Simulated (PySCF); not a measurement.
C₄H₉N₂PPb.
Cartesian coordinates in Å at the PBE0-D3(BJ)/def2-SVP level; atoms count from 1:
```
atom  x, y, z in Å
C1    -1.0272   -1.7019   -0.5227
C2    -0.6523   -0.7374    0.6005
C3    -0.5850    0.6917    0.1589
P4    -1.8867    1.8492    0.0618
C5    -0.6811    2.9617   -0.5920
N6     0.5418    2.4853   -0.7057
N7     0.5737    1.2179   -0.2856
Pb8    2.5886    0.3313   -0.3922
H9    -1.0665   -2.7396   -0.1578
H10   -2.0119   -1.4435   -0.9383
H11   -0.2989   -1.6580   -1.3470
H12    0.3173   -1.0316    1.0430
H13   -1.3848   -0.8219    1.4178
H14   -0.8541    3.9966   -0.8985
H15    2.3649   -1.1749   -1.2643
H16    3.4672    1.5704   -1.2406
H17    3.0425    0.0863    1.2848
```

Level of theory: PBE0-D3(BJ)/def2-SVP geometry optimisation, gas phase, def2 core potentials past Kr (PySCF).

Take the most abundant isotopes and a rigid rotor. The values belong to one conformer with, in the numbering `[CH3:1][CH2:2][c:3]1[p:4][cH:5][n:6][n:7]1[PbH3:8]`, C1–C2–C3–P4 86°.

(1) What are A, B and C (GHz)?

(2) Classify the top.

(3) What does the inertial defect say?

(4) Give the other two planar moments, Paa and Pbb, and the rms extents of the mass along the axes.

(5) List the rotational levels J(Ka,Kc) to J = 2 (cm⁻¹).

(6) Which lines would a microwave search look for?

(7) Estimate the classical rotational partition function at 10 K, 100 K and 500 K.

## Answers

(1) Ia = 295.73, Ib = 984.47, Ic = 1232.09 u·Å²; 505379 MHz·u·Å²/I gives 1709, 513.4 and 410.2 MHz, that is A = 1.7089, B = 0.5134, C = 0.4102 GHz.

(2) An asymmetric top: κ = (2 × 513.4 − 1709 − 410.2)/(1709 − 410.2) = -0.84.

(3) Not planar: Δ = Ic − Ia − Ib = -48.11 u·Å². For a rigid frame Δ = −2 Σ m c², so Σ m c² = 24.05 u·Å² lies off the ab plane: 11.00 from hydrogen and 13.06 from heavier atoms. The atom farthest from that plane is 1.69 Å away.

(4) Paa = Σ m a² = (Ib + Ic − Ia)/2 = 960.42 and Pbb = Σ m b² = (Ia + Ic − Ib)/2 = 271.67 u·Å². With the mass M = 324.03 u, the rms extents √(P/M) along a, b and c are 1.72, 0.92, 0.27 Å.

(5) Above 0(0,0):
J = 1: 1(0,1) 0.0308, 1(1,1) 0.0707, 1(1,0) 0.0741
J = 2: 2(0,2) 0.0922, 2(1,2) 0.1289, 2(1,1) 0.1392, 2(2,1) 0.2588, 2(2,0) 0.2590
The levels of one J sum to (2J + 1)J(J + 1)(A + B + C)/3.

(6) The dipole components are |μa| = 4.09 D, |μb| = 2.10 D, |μc| = 0.21 D. The squared components, which scale the intensities, stand as 1.00 : 0.26 : 0.00 (a : b : c). Some lines, for components of 0.1 D or more:

```json
{"type": "b", "branch": "R", "J(Ka,Kc)": "2(0,2) ← 1(1,1)", "MHz": "645", "lower level (cm⁻¹)": "0.071"}
{"type": "c", "branch": "Q", "J(Ka,Kc)": "2(1,2) ← 2(0,2)", "MHz": "1099", "lower level (cm⁻¹)": "0.092"}
{"type": "b", "branch": "R", "J(Ka,Kc)": "3(0,3) ← 2(1,2)", "MHz": "1646", "lower level (cm⁻¹)": "0.129"}
{"type": "a", "branch": "R", "J(Ka,Kc)": "2(1,1) ← 1(1,0)", "MHz": "1950", "lower level (cm⁻¹)": "0.074"}
{"type": "a", "branch": "R", "J(Ka,Kc)": "3(0,3) ← 2(0,2)", "MHz": "2745", "lower level (cm⁻¹)": "0.092"}
{"type": "a", "branch": "R", "J(Ka,Kc)": "3(2,2) ← 2(2,1)", "MHz": "2771", "lower level (cm⁻¹)": "0.259"}
{"type": "a", "branch": "R", "J(Ka,Kc)": "3(1,2) ← 2(1,1)", "MHz": "2921", "lower level (cm⁻¹)": "0.139"}
{"type": "c", "branch": "Q", "J(Ka,Kc)": "3(2,2) ← 3(1,2)", "MHz": "3436", "lower level (cm⁻¹)": "0.237"}
{"type": "b", "branch": "Q", "J(Ka,Kc)": "3(2,1) ← 3(1,2)", "MHz": "3468", "lower level (cm⁻¹)": "0.237"}
{"type": "b", "branch": "Q", "J(Ka,Kc)": "2(2,0) ← 2(1,1)", "MHz": "3593", "lower level (cm⁻¹)": "0.139"}
{"type": "c", "branch": "R", "J(Ka,Kc)": "3(1,2) ← 2(0,2)", "MHz": "4330", "lower level (cm⁻¹)": "0.092"}
{"type": "b", "branch": "R", "J(Ka,Kc)": "2(2,1) ← 1(1,0)", "MHz": "5537", "lower level (cm⁻¹)": "0.074"}
{"type": "c", "branch": "R", "J(Ka,Kc)": "2(2,1) ← 1(1,1)", "MHz": "5640", "lower level (cm⁻¹)": "0.071"}
{"type": "b", "branch": "R", "J(Ka,Kc)": "2(2,0) ← 1(1,1)", "MHz": "5647", "lower level (cm⁻¹)": "0.071"}
{"type": "b", "branch": "Q", "J(Ka,Kc)": "3(3,0) ← 3(2,1)", "MHz": "6208", "lower level (cm⁻¹)": "0.352"}
{"type": "b", "branch": "R", "J(Ka,Kc)": "3(2,2) ← 2(1,1)", "MHz": "6357", "lower level (cm⁻¹)": "0.139"}
{"type": "c", "branch": "R", "J(Ka,Kc)": "3(2,2) ← 2(1,2)", "MHz": "6667", "lower level (cm⁻¹)": "0.129"}
{"type": "c", "branch": "R", "J(Ka,Kc)": "3(3,0) ← 2(2,0)", "MHz": "9004", "lower level (cm⁻¹)": "0.259"}
{"type": "c", "branch": "R", "J(Ka,Kc)": "3(3,1) ← 2(2,1)", "MHz": "9010", "lower level (cm⁻¹)": "0.259"}
{"type": "b", "branch": "R", "J(Ka,Kc)": "3(3,0) ← 2(2,1)", "MHz": "9011", "lower level (cm⁻¹)": "0.259"}
```

(7) Point group C1, symmetry number σ = 1; q = (√π/σ)·√((kT/h)³/(ABC)), k/h = 20836.6 MHz/K: 8890 at 10 K, 281000 at 100 K, 3140000 at 500 K.

Not checked by PBE0-D3(BJ)/def2-SVP frequencies. Constants of a rigid frame at the computed geometry: no zero-point averaging, no centrifugal distortion. A rigid rotor knows nothing of internal rotation, which can split or shift real lines. Quadrupole hyperfine structure (14N) is left out.
